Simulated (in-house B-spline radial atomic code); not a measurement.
**Ionising I+ with different functionals**

Computed with an all-electron radial atomic-structure program (B-spline basis): non-relativistic Hamiltonian, point nucleus, spin-polarised at highest spin, spherical fractional occupations for the functionals, and exact exchange of hybrids averaged over the configuration. The ionisation energy is the difference of two self-consistent energies, [Kr] 4d10 5s2 5p4 → [Kr] 4d10 5s2 5p3, without Breit or QED terms; ε is the level of the shell that loses the electron (its least bound occupied spin orbital). There is no spin-orbit coupling in this Hamiltonian.

| method | rung | ΔSCF (eV) | -ε(5p) (eV) |
| --- | --- | --- | --- |
| PBE0 | global hybrid | ? | ? |
| B3LYP | global hybrid | 18.87 | 15.57 |
| TPSSh | global hybrid | 18.57 | 14.99 |
| M06-2X | global hybrid | 18.12 | 16.71 |
| BHandHLYP | global hybrid | 18.71 | 16.79 |
| r2SCAN0 | global hybrid | 18.48 | 15.67 |
| B97-1 | global hybrid | 18.72 | 15.43 |
| HSE06 | range-separated hybrid | 18.73 | 15.32 |
| wB97X | range-separated hybrid | 19.06 | 18.21 |
| CAM-B3LYP | range-separated hybrid | ? | ? |
| LC-wPBE | range-separated hybrid | 18.81 | 18.57 |

(1) What does PBE0 give?

(2) What does CAM-B3LYP give?

(3) Among the functionals, which spreads more, the ΔSCF values or the orbital energies?

(4) How do they compare with the NIST value?

## Answers

(1) ΔSCF 18.64 eV, and -ε(5p) = 15.68 eV.

(2) ΔSCF 18.94 eV, and -ε(5p) = 17.21 eV.

(3) The orbital energies: ΔSCF values span about 0.94 eV and the orbital energies 3.59 eV.

(4) NIST lists 19.131 eV (measured, ground level to ground level). Errors run from -1.01 to -0.07 eV; wB97X is closest (-0.07 eV), but part of that can be cancellation, since the calculations leave out relativity, Breit-QED terms, multiplet and fine-structure energies.
